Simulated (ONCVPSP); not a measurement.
# Kr, ONCV: configuration errors across variants

* Element: krypton (Kr)
* Generator: ONCVPSP 4.0.1
* Type: optimised norm-conserving Vanderbilt (ONCV)
* Functional: LDA (Perdew-Wang 92)
* Relativity: scalar-relativistic
* Frozen core: [Ar] 3d10
* Valence charge: 8
* Reference configuration: 4s2 4p6
* Partial waves: 4s: rc 1.45 bohr, ncon 3, nbas 7, qcut 4.6 1/bohr, 3 projectors, debl 3.7 Ha; 4p: rc 1.20 bohr, ncon 4, nbas 7, qcut 7 1/bohr, local; d scattering state at 0.04 Ha: rc 1.20 bohr, ncon 3, nbas 8, qcut 7.5 1/bohr, 2 projectors, debl 3.9 Ha
* Local potential: the p channel
* Core correction: Teter function, fcfact 4, rcfact 1.2

All-electron excitation energies from the reference (eV): (1) 4s2 4p5 14.434; (2) 4s2 4p4 39.770; (3) 4s2 4p3 77.044; (4) 4s2 4p2 127.119.

2 further variants failed, have other tests or too few solved ones, and are left out.

A true bound ghost makes a file unfit for plane-wave use even where its test errors are small: the radial tests pick states by their node count and pass the ghost by.

Errors AE − PS in meV (a dash: test not solved or not reliable):

| change | (1) | (2) | (3) | (4) | bound ghosts | GHOST(+) flags above zero |
| --- | --- | --- | --- | --- | --- | --- |
| base | +1.2 | +12 | +39 | +85 | d | s |
| s: qcut 3.1; p: qcut 4.8; d: qcut 5.1 | +1.5 | +15 | +49 | +111 | s, d | s |
| s: qcut 3.6; p: qcut 5.5; d: qcut 5.9 | +1.4 | +14 | +45 | +102 | d | s |
| s: qcut 4; p: qcut 6.1; d: qcut 6.5 | +1.3 | +13 | +42 | +95 | d | s |
| s: qcut 4.5; p: qcut 6.9; d: qcut 7.4 | +1.2 | +13 | +40 | +86 | d | s |
| s: qcut 5.7; p: qcut 8.7; d: qcut 9.4 | +1.4 | +13 | +37 | +73 | d | s |

Q: Give the same row for: s: qcut 5.2; p: qcut 7.9; d: qcut 8.4.

A: +1.2, +12, +37, +77; bound ghosts: d; GHOST(+) flags above zero: s.
